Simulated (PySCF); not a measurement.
# How methods differ on the excitation energy of Pb²⁺

Pb²⁺ [Xe] 4f14 5d10 6s2 (1S) → Pb²⁺ [Xe] 4f14 5d10 6s1 6p1 (3P), as a difference of total energies. Calculation: PySCF 2.14, in aug-cc-pwCVTZ-DK3 (11s10p8d5f1g, 125 functions); scalar relativity by spin-free X2C-1e. Correlated levels: valence: [Xe] 4f14 5d10 frozen; valence and next inner shell: [Kr] 4d10 4f14 frozen. The calculations carry no spin-orbit coupling.

| method | excitation energy (eV) |
| --- | --- |
| UHF | 7.522 |
| LDA | 9.662 |
| PBE | 9.404 |
| PBE0 | 9.030 |
| r2SCAN | 9.058 |
| MP2 (valence) | 8.052 |
| SCS-MP2 (valence) | 8.208 |
| MP2 (valence and next inner shell) | 9.347 |
| SCS-MP2 (valence and next inner shell) | 9.322 |

Q: How much does correlation contribute at MP2 (valence and next inner shell)?

A: 9.347 − (7.522) = 1.825 eV, measured against UHF.

A first-order spin-orbit estimate (lowest level to lowest level, LS coupling) adds -1.293 eV.
